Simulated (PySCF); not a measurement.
# Levels of Mn²²⁺ from EOM-EA-GCCSD

Reference: closed-shell Mn²³⁺, 1s2; one electron is added. Calculated with PySCF 2.14, two-component X2C-1e with screened spin-orbit coupling, an even-tempered Gaussian basis (17 s from 2.7 bohr⁻², ratio 2.6; 11 p from 3.5 bohr⁻², ratio 2.6; 6 d from 3.6 bohr⁻², ratio 2.8; 3 f from 160 bohr⁻², ratio 2.8); frozen nothing; the 34 highest virtual spinors dropped; of the others 52 kept and the rest restored at second order. No Breit or QED terms. Binding energies in eV.

| level | Koopmans | second order | EOM-CCSD |
| --- | --- | --- | --- |
| 2s1/2 | 1880.2 | 1880.4 | 1880.4 |
| 2p1/2 | 1834.1 | 1834.4 | 1834.4 |
| 2p3/2 | 1819.8 | 1820.1 | 1820.1 |

Electric-dipole lines between these computed levels:

```tsv
lower	upper	ΔE (eV)	vacuum wavelength (nm)
2s1/2	2p1/2	45.956	26.98
2s1/2	2p3/2	60.288	20.57
```

For comparison, the ionisation energy of Mn²²⁺ is 1879.9 eV (theoretical estimate listed by NIST; NIST Atomic Spectra Database, ionization energies).

Only part of the computed levels is shown.
